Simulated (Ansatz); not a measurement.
Ansatz (a program for electronic structure) input (B3LYP-D3(BJ)/def2-TZVP):

Ansatz 0.2 input:
```yaml
crystal:
  periodic: [false, false, false]
  atoms:
    - {symbol: Re, position_ang: [-0.01752160, 0.03100542, -0.89083149]}
    - {symbol: C, position_ang: [0.01450855, 0.01471556, 0.93486087]}
basis:
  gaussian:
    orbitals: def2-TZVP
hamiltonian:
  xc: b3lyp
  dispersion: d3bj
magnetization: {spin_polarized: true, initial_magnetization: 3}
relax: {f_tol: 0.002, max_steps: 150}
```

End of the output:

```
relax step   1: F+E_penalty+E_count = -3163.48367545 eV  Δ(F+E_penalty+E_count) = +0.000e0 eV  max|allowed force component| = 4.023e0 eV/Å  Δτ_max = 0.0000 Å  (40 SCF iters, accepted)
these checks for a lower state are left out or cut short: starts, cluster_reference, orbital_swaps, neighbouring_geometries, increment
integrals: 0.01 GiB planned
557 factors; their error is unknown
mean field: 0.20 GiB planned
mean field -3163.69610177 eV, -116.2636873097 hartree, gradient 1.5e-5 eV, S^2 3.839977; 0 other end points of the search recorded, 0 dependent functions left out
the calculation of the forces begins
reference -3163.69628685 eV, -116.2636941115 hartree; 12, 9 occupied and 59, 62 virtual orbitals, 557 factors
relax step   2: F+E_penalty+E_count = -3163.76574818 eV  Δ(F+E_penalty+E_count) = -2.821e-1 eV  max|allowed force component| = 1.237e0 eV/Å  Δτ_max = 0.0507 Å  (47 SCF iters, accepted)
these checks for a lower state are left out or cut short: starts, cluster_reference, orbital_swaps, neighbouring_geometries, increment
integrals: 0.01 GiB planned
557 factors; their error is unknown
mean field: 0.20 GiB planned
mean field evaluation 32: about -3163.7071 eV, gradient 1.2e-2 eV
mean field -3163.71418749 eV, -116.2643519479 hartree, gradient 2.5e-5 eV, S^2 3.819231; 0 other end points of the search recorded, 0 dependent functions left out
the calculation of the forces begins
reference -3163.71437133 eV, -116.2643587038 hartree; 12, 9 occupied and 59, 62 virtual orbitals, 557 factors
relax step   3: F+E_penalty+E_count = -3163.78385292 eV  Δ(F+E_penalty+E_count) = -1.810e-2 eV  max|allowed force component| = 3.408e-1 eV/Å  Δτ_max = 0.0190 Å  (46 SCF iters, accepted)
these checks for a lower state are left out or cut short: starts, cluster_reference, orbital_swaps, neighbouring_geometries, increment
integrals: 0.01 GiB planned
557 factors; their error is unknown
mean field: 0.20 GiB planned
mean field -3163.71546341 eV, -116.2643988370 hartree, gradient 1.4e-5 eV, S^2 3.822715; 0 other end points of the search recorded, 0 dependent functions left out
the calculation of the forces begins
reference -3163.71564750 eV, -116.2644056023 hartree; 12, 9 occupied and 59, 62 virtual orbitals, 557 factors
relax step   4: F+E_penalty+E_count = -3163.78512527 eV  Δ(F+E_penalty+E_count) = -1.272e-3 eV  max|allowed force component| = 1.584e-2 eV/Å  Δτ_max = 0.0036 Å  (40 SCF iters, accepted)
these checks for a lower state are left out or cut short: starts, cluster_reference, orbital_swaps, neighbouring_geometries, increment
integrals: 0.01 GiB planned
557 factors; their error is unknown
mean field: 0.20 GiB planned
mean field -3163.71546641 eV, -116.2643989472 hartree, gradient 1.7e-5 eV, S^2 3.822887; 0 other end points of the search recorded, 0 dependent functions left out
the calculation of the forces begins
reference -3163.71565051 eV, -116.2644057128 hartree; 12, 9 occupied and 59, 62 virtual orbitals, 557 factors
relax step   5: F+E_penalty+E_count = -3163.78512810 eV  Δ(F+E_penalty+E_count) = -2.826e-6 eV  max|allowed force component| = 5.475e-4 eV/Å  Δτ_max = 0.0002 Å  (41 SCF iters, accepted)
integrals: 0.01 GiB planned
557 factors; their error is unknown
mean field: 0.20 GiB planned
mean field evaluation 64: about -3163.7069 eV, gradient 1.7e-1 eV
mean field -3163.71546641 eV, -116.2643989472 hartree, gradient 1.8e-5 eV, S^2 3.822887; 1 other end points of the search recorded, 0 dependent functions left out
the calculation of the forces begins
reference -3163.71565051 eV, -116.2644057128 hartree; 12, 9 occupied and 59, 62 virtual orbitals, 557 factors
Total energy: -3163.78531220 eV, -116.2669657328 hartree
Atom 0 at    -0.016366     0.030418    -0.824962 Å, force    -0.000010     0.000005    -0.000548 eV/Å
Atom 1 at     0.013353     0.015303     0.868991 Å, force     0.000010    -0.000005     0.000548 eV/Å
Dipole moment:    -0.013257     0.006742    -0.755644 e Å
```

The spin state was set by rule; other spins were not relaxed.
